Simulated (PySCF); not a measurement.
Species: NbSeBr3 (singlet state).
Bonds: Nb1–Se2, Nb1–Br3, Nb1–Br4, Nb1–Br5.

Computed, not measured: PBE0-D3(BJ)/def2-SVP geometry optimisation, gas phase, def2 core potentials past Kr in PySCF 2.14.0.

Problem. How far are the bound atoms from Nb1?

Solution. 4 atoms: Se2 2.252 Å, Br3 2.409 Å, Br5 2.414 Å, Br4 2.417 Å.

Problem. List the angles at Nb1.

Solution. 
```csv
angle,degrees,distance of the outer atoms (Å)
Br4–Nb1–Br5,111.7,4.00
Br3–Nb1–Br4,110.4,3.96
Br3–Nb1–Br5,109.0,3.93
Se2–Nb1–Br5,108.9,3.80
Se2–Nb1–Br4,108.5,3.79
Se2–Nb1–Br3,108.2,3.78
```

Problem. What is the shape at Nb1?

Solution. Tetrahedral: angles from 108.2° to 111.7°; τ4 = (360° − α − β)/141° = 0.98 with α and β the two widest (0 for a square, 1 for a tetrahedron).

Charge 0, singlet. PBE0-D3(BJ)/def2-SVP frequencies: not computed here.
